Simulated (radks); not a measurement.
Fractional charge and spin in the 5p shell of gadolinium: the spin-up occupation runs from 2 to 3 and the spin-down occupation from 2 to 3; the fullest corner is Gd2+, [Kr] 4d10 4f(up 3.5, down 3.5) 5s2 5d(up 0.5, down 0.5) 5p(up 3, down 3). Calculated with a radial shooting solver on a logarithmic mesh with Libxc functionals: scalar-relativistic Kohn-Sham, BLYP, spin-polarised, spherical densities, finite nucleus; Fermi nuclear charge, rms radius of each element as measured or else 0.836 A^(1/3) + 0.57 fm. Energy (eV) above the fullest corner. The planes named below are the two flat planes that join the four corners, with an edge along up + down = one added electron.

down \ up        2    2.25     2.5    2.75       3
2          107.429  91.052  75.511  60.796  46.896
2.25        91.052  75.566  60.902  47.053  34.007
2.5         75.511  60.902  47.105  34.109  21.902
2.75        60.796  47.053  34.109  21.953  10.572
3           46.896  34.007  21.902  10.572   0.000

Corners above the fullest one (they belong to Gd3+ and the next ion): (up 3, down 2) 46.896 eV, (up 2, down 3) 46.896 eV, (up 2, down 2) 107.43 eV. With half an added electron in each spin the energy lies 0.209 eV from the planes, and with half an added electron in spin up alone -1.651 eV. The planes are only a guide here: the flat-plane condition holds for ground states with one frontier orbital, while this shell lies below other occupied shells, so the corners above the fullest one are inner-hole states and not the ground states of those ions.
